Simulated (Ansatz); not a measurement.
Steps of a relaxation of C4H7Al, SMILES `CC1=[CH][AlH][CH2]1` with RKS PBE0-D4/def2-TZVP.

```sh
$ ansatz run in.yaml --threads 4 --pin off --events-out ev --progress --plain --max-ram 10444MiB
```

```yaml
crystal:
  periodic: [false, false, false]
  atoms:
    - {symbol: C, position_ang: [-1.344779, -0.498582, 0.894076]}
    - {symbol: C, position_ang: [-0.066710, -0.031876, 0.252214]}
    - {symbol: C, position_ang: [1.051036, 0.444404, 0.897827]}
    - {symbol: Al, position_ang: [1.854706, 0.706259, -0.832253]}
    - {symbol: C, position_ang: [0.072973, -0.054423, -1.279281]}
    - {symbol: H, position_ang: [-2.196932, 0.124950, 0.545148]}
    - {symbol: H, position_ang: [-1.306050, -0.459904, 2.000297]}
    - {symbol: H, position_ang: [-1.582237, -1.537661, 0.578652]}
    - {symbol: H, position_ang: [1.108274, 0.519949, 1.995359]}
    - {symbol: H, position_ang: [3.196181, 1.249496, -1.527499]}
    - {symbol: H, position_ang: [-0.010382, -1.080353, -1.700927]}
    - {symbol: H, position_ang: [-0.699180, 0.562542, -1.789414]}
basis:
  gaussian: {orbitals: def2-TZVP}
hamiltonian: {xc: pbe0, dispersion: d4}
relax: {f_tol: 0.005, max_steps: 150}
```

Positions (Å) and forces (eV/Å) along the path, 7 of 7 steps:

```xyz
12
step=1 energy=-10851.3695 eV
C    -1.345   -0.499    0.894   -0.239   -0.075    0.049
C    -0.067   -0.032    0.252    0.526    0.218    0.305
C     1.051    0.444    0.898   -0.607   -0.249   -0.227
Al    1.855    0.706   -0.832   -0.284   -0.114    0.162
C     0.073   -0.054   -1.279   -0.185   -0.076   -0.112
H    -2.197    0.125    0.545    0.421   -0.276    0.165
H    -1.306   -0.460    2.000    0.013   -0.004   -0.540
H    -1.582   -1.538    0.579    0.153    0.484    0.149
H     1.108    0.520    1.995   -0.060   -0.051   -0.567
H     3.196    1.249   -1.527   -0.184   -0.074    0.097
H    -0.010   -1.080   -1.701    0.056    0.500    0.243
H    -0.699    0.563   -1.789    0.391   -0.283    0.277
12
step=2 energy=-10851.4179 eV
C    -1.337   -0.496    0.889   -0.079   -0.026    0.004
C    -0.066   -0.032    0.251    0.205    0.098    0.052
C     1.040    0.439    0.889   -0.136   -0.063   -0.068
Al    1.843    0.700   -0.828   -0.205   -0.081    0.122
C     0.073   -0.052   -1.274   -0.062   -0.029   -0.051
H    -2.181    0.118    0.541    0.125   -0.088    0.047
H    -1.295   -0.450    1.983    0.005   -0.002   -0.150
H    -1.564   -1.528    0.583    0.043    0.144    0.045
H     1.093    0.512    1.975   -0.012   -0.011   -0.151
H     3.173    1.238   -1.515   -0.019   -0.009    0.010
H    -0.011   -1.067   -1.687    0.019    0.150    0.063
H    -0.689    0.563   -1.775    0.117   -0.084    0.077
12
step=3 energy=-10851.4232 eV
C    -1.332   -0.494    0.886   -0.007    0.006    0.006
C    -0.065   -0.028    0.250    0.008   -0.014   -0.024
C     1.037    0.438    0.889    0.027    0.016   -0.001
Al    1.832    0.695   -0.823   -0.040   -0.019    0.014
C     0.070   -0.051   -1.272    0.020    0.018   -0.003
H    -2.174    0.113    0.537   -0.009    0.002   -0.005
H    -1.290   -0.445    1.975   -0.001    0.001    0.011
H    -1.552   -1.524    0.585    0.003   -0.010   -0.003
H     1.088    0.509    1.970   -0.005   -0.002    0.002
H     3.161    1.230   -1.508    0.009    0.003   -0.004
H    -0.013   -1.061   -1.684    0.000   -0.007    0.004
H    -0.686    0.563   -1.771   -0.005    0.007    0.002
12
step=4 energy=-10851.4233 eV
C    -1.332   -0.495    0.886   -0.001   -0.003    0.003
C    -0.064   -0.029    0.250   -0.008    0.019   -0.004
C     1.037    0.438    0.889    0.014   -0.002    0.004
Al    1.831    0.694   -0.822   -0.006    0.001    0.000
C     0.070   -0.049   -1.273    0.004   -0.006   -0.003
H    -2.174    0.109    0.533    0.000   -0.001   -0.003
H    -1.291   -0.441    1.975    0.000    0.000    0.001
H    -1.548   -1.526    0.589    0.000   -0.004    0.001
H     1.088    0.509    1.970   -0.004   -0.002    0.002
H     3.161    1.228   -1.508    0.002   -0.001   -0.001
H    -0.015   -1.059   -1.685   -0.001   -0.002   -0.002
H    -0.686    0.567   -1.769   -0.001    0.002    0.002
12
step=5 energy=-10851.4233 eV
C    -1.332   -0.495    0.886   -0.001    0.001   -0.001
C    -0.064   -0.028    0.249   -0.002    0.000    0.008
C     1.038    0.439    0.889   -0.001   -0.003    0.002
Al    1.830    0.694   -0.822    0.013    0.004   -0.006
C     0.070   -0.048   -1.273   -0.009   -0.001   -0.001
H    -2.176    0.105    0.530    0.002   -0.004    0.000
H    -1.292   -0.438    1.975    0.000    0.000   -0.004
H    -1.545   -1.528    0.591    0.002    0.002    0.002
H     1.089    0.508    1.970   -0.003    0.001    0.000
H     3.162    1.226   -1.508   -0.002   -0.002    0.001
H    -0.016   -1.058   -1.685    0.000    0.002   -0.001
H    -0.686    0.569   -1.768    0.001   -0.001   -0.001
12
step=6 energy=-10851.4234 eV
C    -1.331   -0.497    0.886    0.000    0.003    0.000
C    -0.065   -0.026    0.249    0.002   -0.001    0.001
C     1.037    0.439    0.889   -0.005    0.008    0.000
Al    1.831    0.692   -0.822    0.000    0.001    0.000
C     0.068   -0.045   -1.273    0.001   -0.004    0.000
H    -2.178    0.097    0.526    0.000    0.000   -0.001
H    -1.294   -0.434    1.975    0.000   -0.001    0.001
H    -1.538   -1.532    0.596    0.001   -0.001    0.001
H     1.087    0.510    1.970    0.002   -0.005    0.000
H     3.165    1.220   -1.508    0.001   -0.001    0.000
H    -0.021   -1.054   -1.686    0.000    0.000   -0.002
H    -0.686    0.575   -1.768    0.000    0.001    0.002
12
step=7 energy=-10851.4234 eV
C    -1.331   -0.498    0.886    0.002   -0.003   -0.001
C    -0.065   -0.025    0.249    0.000    0.004   -0.003
C     1.036    0.442    0.889   -0.001   -0.002   -0.001
Al    1.832    0.693   -0.822   -0.005   -0.004    0.002
C     0.067   -0.042   -1.273    0.004    0.001    0.001
H    -2.180    0.090    0.521    0.001    0.001   -0.001
H    -1.295   -0.430    1.975   -0.001   -0.001    0.002
H    -1.531   -1.536    0.601   -0.001    0.000    0.001
H     1.087    0.509    1.970    0.001    0.003   -0.001
H     3.167    1.213   -1.508    0.001    0.000    0.000
H    -0.024   -1.051   -1.688    0.000    0.000   -0.001
H    -0.686    0.580   -1.767   -0.001    0.001    0.001
```

Run time 24 s (4 threads of an AMD EPYC 7B13 on a shared host); peak host memory 0.54 GiB.
